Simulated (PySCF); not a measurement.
Computed vibrations of [Yb(H2O)5]3+

[Yb(H2O)5]3+ (singlet in the valence; each metal's 4f electrons, 13 of them, lie in its core potential, out of spins and levels). PySCF 2.14.0, RKS PBE0, Yb lcecp-1-SVP with ECP59, O def2-SVP, H def2-SVP; non-relativistic Hamiltonian with scalar-relativistic core potentials where named; density fitting; no spin-orbit coupling. Central differences of gradients.

```xyz
16

Yb   -0.0014    0.0000    0.0000
O    -0.6189   -0.0427    2.1752
H    -0.8152    0.7182    2.7603
H    -0.7541   -0.8241    2.7508
O    -0.6189    0.0427   -2.1752
H    -0.8153   -0.7181   -2.7603
H    -0.7540    0.8242   -2.7508
O     2.2365   -0.0001    0.0000
H     2.8415   -0.0004    0.7730
H     2.8415    0.0002   -0.7730
O    -0.4938    2.2220    0.0424
H     0.1336    2.9748    0.0838
H    -1.3744    2.6532    0.0213
O    -0.4940   -2.2219   -0.0424
H    -1.3746   -2.6531   -0.0213
H     0.1334   -2.9748   -0.0838
```

Run from Python with OMP_NUM_THREADS=4. Where DIIS fails, smearing, a level shift and second-order steps follow.
It took 4.9 min on 4 threads of Arm Neoverse V1 (shared host).

**Question.** What are the harmonic wavenumbers and infrared intensities?

**Answer.** Modes are labelled in C2; negative numbers are unstable modes, those under 60 cm⁻¹ near the noise; a finer grid moves soft modes by up to 10 cm⁻¹.
| cm⁻¹ | km/mol | symmetry |
| --- | --- | --- |
| 19 | 0.2 | a |
| 69 | 5.0 | b |
| 74 | 2.9 | b |
| 74 | 10.2 | a |
| 90 | 1.9 | b |
| 94 | 4.8 | b |
| 97 | 0.0 | a |
| 124 | 0.0 | a |
| 182 | 0.0 | a |
| 217 | 0.0 | b |
| 241 | 0.1 | b |
| 319 | 0.0 | a |
| 352 | 0.1 | a |
| 363 | 9.8 | b |
| 372 | 3.7 | b |
| 384 | 0.7 | a |
| 390 | 2.5 | a |
| 558 | 0.2 | a |
| 581 | 0.1 | b |
| 589 | 3.0 | a |
| 591 | 13.7 | b |
| 611 | 85.7 | b |
| 636 | 227.5 | b |
| 641 | 457.6 | b |
| 646 | 597.8 | b |
| 652 | 772.6 | a |
| 661 | 2.3 | a |
| 1667 | 167.4 | a |
| 1669 | 256.5 | b |
| 1670 | 0.6 | a |
| 1671 | 263.3 | b |
| 1676 | 10.5 | a |
| 3653 | 474.8 | a |
| 3663 | 733.6 | b |
| 3665 | 11.9 | a |
| 3677 | 697.3 | b |
| 3690 | 16.8 | a |
| 3698 | 383.3 | b |
| 3709 | 41.4 | b |
| 3710 | 696.7 | a |
| 3725 | 1.8 | a |
| 3726 | 693.4 | b |

**Question.** Is this a minimum?

**Answer.** Yes, within the noise of the softest modes. Ideal gas at 298.15 K and 1 bar: S = 508.0 J/(mol K), Cp = 203.1 J/(mol K), H − H(0 K) = 40.0 kJ/mol (rigid rotor, harmonic modes, spin degeneracy alone, that of the 4f electrons in the core included; the modes under 60 cm⁻¹ make these uncertain).

An lcecp potential fixes the number of 4f electrons, so in runs with it no electron can move into or out of that shell.
